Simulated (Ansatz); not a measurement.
A run for Ansatz (a quantum-chemistry and plane-wave program): U-B3LYP/def2-TZVPP on CH2F (SMILES [CH2]F), 2S+1 = 2, atoms moved off the minimum.

Ansatz 0.2 input:
```yaml
crystal:
  periodic: [false, false, false]
  atoms:
    - {symbol: C, position_ang: [-0.66486956, 0.06856601, 0.10139044]}
    - {symbol: F, position_ang: [0.59269104, -0.03093042, 0.00452303]}
    - {symbol: H, position_ang: [-1.26004118, -0.84371444, -0.16729494]}
    - {symbol: H, position_ang: [-1.04872465, 0.99172759, -0.05667263]}
basis:
  gaussian:
    orbitals: def2-TZVPP
hamiltonian:
  xc: {name: B3LYP}
magnetization: {spin_polarized: true, initial_magnetization: 1}
output: {forces: true}
```

Output:

```
WARN ansatz: RAYON_NUM_THREADS=1 ignored (pool sized by the plan → 1); use --threads N
Functional definition: B3LYP
integrals: 0.01 GiB planned
454 factors; their error is unknown
mean field: 0.22 GiB planned
mean field evaluation 1: about -3783.9972 eV, gradient 2.1e1 eV
mean field evaluation 2: about -3784.2776 eV, gradient 1.9e1 eV
mean field evaluation 4: about -3785.8385 eV, gradient 3.3e-1 eV
mean field evaluation 8: about -3785.8464 eV, gradient 2.1e-2 eV
mean field -3785.84640595 eV, -139.1272892798 hartree, gradient 1.4e-5 eV, S^2 0.753224; 0 other end points of the search recorded, 0 dependent functions left out
the calculation of the forces begins
reference -3785.84657991 eV, -139.1272956725 hartree; 9, 8 occupied and 81, 82 virtual orbitals, 454 factors
Total energy: -3785.84657991 eV, -139.1272956725 hartree
Atom 0 at    -0.664870     0.068566     0.101390 Å, force    -3.292164    -3.274194     0.244182 eV/Å
Atom 1 at     0.592691    -0.030930     0.004523 Å, force     3.761966    -0.387857    -0.234738 eV/Å
Atom 2 at    -1.260041    -0.843714    -0.167295 Å, force     0.690053     0.857037     0.354524 eV/Å
Atom 3 at    -1.048725     0.991728    -0.056673 Å, force    -1.159855     2.805014    -0.363968 eV/Å
Dipole moment:    -0.192441     0.028790    -0.075341 e Å
```

The run converged.

Cost: around 1.4 core-seconds (rough).
